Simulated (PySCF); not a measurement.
## Stationary points of [IH6]+

These are results of PySCF, PBE0, basis I def2-TZVP with ECP28, H def2-TZVP (scalar-relativistic core potentials, no spin–orbit coupling, density fitting), not measurements.

Relaxations began from a few typed shapes. The search is not exhaustive: other isomers or separated fragments can lie lower, and high-lying points may rest on an excited occupation.

Task: Order these stationary points by electronic energy, lowest first, in kJ/mol from the lowest minimum.
A. singlet Oh: I–H 1.706 Å (×6); H–I–H 90.0° (×12), H–I–H 180.0° (×3)
B. singlet D3h: I–H 1.724 Å (×6); H–I–H 81.2° (×6), H–I–H 82.6° (×3), H–I–H 135.9° (×6)

Result: A (0.0), B (180.5).

Task: Which of them are minima?

Result: By energy in kJ/mol, 0.0: minimum; 180.5: saddle point, 1 imaginary mode.

Counting electrons, iodine keeps none of its valence electrons outside its bonds, so the VSEPR class is AX6 and the expected shape is octahedral (Oh), as computed.
